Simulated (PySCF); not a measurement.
Compound: C3H5F3Si.
Atom-mapped SMILES: `[CH2:1]=[C:2]([SiH3:3])[C:4]([F:5])([F:6])[F:7]` (hydrogens: H8, H9 on C1; H10, H11, H12 on Si3)

Method: PBE0-D3(BJ)/def2-SVP geometry optimisation, gas phase (PySCF).

**Question.** What internal coordinates does the optimisation give?

**Answer.** 
```json
{"bond": "C1=C2", "length (pm)": "133.7", "order": "double"}
{"bond": "C2–Si3", "length (pm)": "188.8", "order": "single"}
{"bond": "C2–C4", "length (pm)": "150.2", "order": "single"}
{"bond": "C4–F5, C4–F6, C4–F7", "length (pm)": "133.8", "order": "single"}
{"bond": "C1–H8", "length (pm)": "109.3", "order": "single"}
{"bond": "C1–H9", "length (pm)": "109.4", "order": "single"}
{"bond": "Si3–H10, Si3–H11, Si3–H12", "length (pm)": "149.2", "order": "single"}
```

Bonds in one row agree within 1 pm and their mean is given. Orders are formal, as drawn. A selection of angles:
```json
{"angle": "C2–C1–H8", "degrees": "121.3"}
{"angle": "C2–C1–H9", "degrees": "121.5"}
{"angle": "H8–C1–H9", "degrees": "117.2"}
{"angle": "C1–C2–Si3", "degrees": "121.8"}
{"angle": "C1–C2–C4", "degrees": "119.8"}
{"angle": "Si3–C2–C4", "degrees": "118.4"}
{"angle": "C2–Si3–H10", "degrees": "106.8"}
{"angle": "C2–Si3–H11", "degrees": "110.6"}
{"angle": "H10–Si3–H11", "degrees": "110.2"}
{"angle": "C2–C4–F5", "degrees": "110.7"}
{"angle": "C2–C4–F6", "degrees": "113.4"}
{"angle": "F5–C4–F6", "degrees": "107.3"}
```

Dihedral angles: C1–C2–C4–F5 117° (anticlinal). The mirror-image conformer, all signs reversed, is as good.

Of the pairs four or more bonds apart, F6···H9 is among the closest relative to their van der Waals radii: 2.35 Å, 88 % of the sum of Bondi's values. The C–C distances run from 1.337 Å (C1=C2, drawn double) to 1.502 Å (C2–C4, drawn single), a spread of 0.165 Å. Si3 (SiH3 silicon) is tetrahedral (angles from 106.8° to 110.6°).

Point group: near Cs, missed by 0.35 Å at most; the miss may be what the optimiser left on a soft mode. No PBE0-D3(BJ)/def2-SVP frequencies stand behind this structure, so it isn't proved a minimum.
